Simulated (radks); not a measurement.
The numbers below are computed, except where a source is named.
Question: Ionisation of the iridium ion Ir3+, [Xe] 4f14 5d6, to Ir4+, [Xe] 4f14 5d5, under several functionals. Scalar-relativistic Kohn-Sham, spin-polarised, spherical densities, point nucleus; open shells are filled with parallel spins first (spin-orbit coupling, left out, can overturn this in heavy ions); a radial shooting solver on a logarithmic mesh with Libxc functionals. Known Delta-SCF values: XLYP 41.644 eV; RPBE 41.274 eV; BLYP 41.580 eV. What does revPBE give, and what is its highest occupied eigenvalue?

Answer: 41.252 eV by Delta-SCF; the 5d eigenvalue is -34.933 eV. NIST: 40 eV (theoretical).
